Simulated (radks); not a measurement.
The numbers below are computed, except where a source is named.
Spherical quantum dot in the effective-mass picture: electrons in a parabolic well V = omega^2 r^2 / 2 with omega = 3.6, with a point charge +2 (a donor) at the centre, all in effective atomic units (hartree* = m*/eps^2 hartree, bohr* = eps/m* bohr), one dielectric constant everywhere. Level of theory: non-relativistic Kohn-Sham, LDA (Slater exchange, Perdew-Wang correlation), spin-polarised, spherical densities (a radial shooting solver with Libxc functionals). Levels are named by radial order and angular momentum (1s, 1p, 1d, 2s, ...), and open shells are averaged over m. Results are scaled to m* = 0.057 and eps = 10.7, for which hartree* = 13.55 meV and bohr* = 9.934 nm.

N = 26, configuration 1s2 1p6 1d10 2s2 1f(up 6, down 0). This is the lowest configuration that the search found. Occupied and some empty levels:

| level | occupation | eigenvalue (meV) | <r> (nm) |
|---|---|---|---|
| 1s up | 1 | 346.51 | 5.997 |
| 1s down | 1 | 347.14 | 5.929 |
| 1p up | 3 | 390.04 | 9.405 |
| 1p down | 3 | 391.63 | 9.338 |
| 2s up | 1 | 412.70 | 9.962 |
| 2s down | 1 | 414.39 | 9.975 |
| 1d up | 5 | 424.20 | 11.26 |
| 1d down | 5 | 426.24 | 11.23 |
| 1f up | 6 | 458.69 | 12.63 |
| 2p up | 0 | 459.34 | 11.32 |
| 2p down | 0 | 460.85 | 11.35 |
| 1f down | 0 | 460.91 | 12.63 |
| 1g up | 0 | 494.50 | 13.77 |
| 1g down | 0 | 496.74 | 13.78 |
| 2d up | 0 | 499.72 | 12.65 |
| 2d down | 0 | 501.23 | 12.67 |

Energy (meV): total 7154.89, kinetic 1564.8, external 2102.2, Hartree 3820.5, exchange-correlation -332.64.

Electron density:

| r (nm) | n(r) (e/nm^3) |
|---|---|
| 1.01 | 0.009001 |
| 2.70 | 0.004585 |
| 4.40 | 0.002799 |
| 6.09 | 0.002405 |
| 7.78 | 0.002462 |
| 9.47 | 0.002358 |
| 11.2 | 0.001896 |
| 12.9 | 0.001233 |
| 14.5 | 0.0006355 |
| 16.2 | 0.0002551 |
| 17.9 | 0.00008007 |
| 19.6 | 0.00001954 |
| 21.3 | 3.672e-06 |
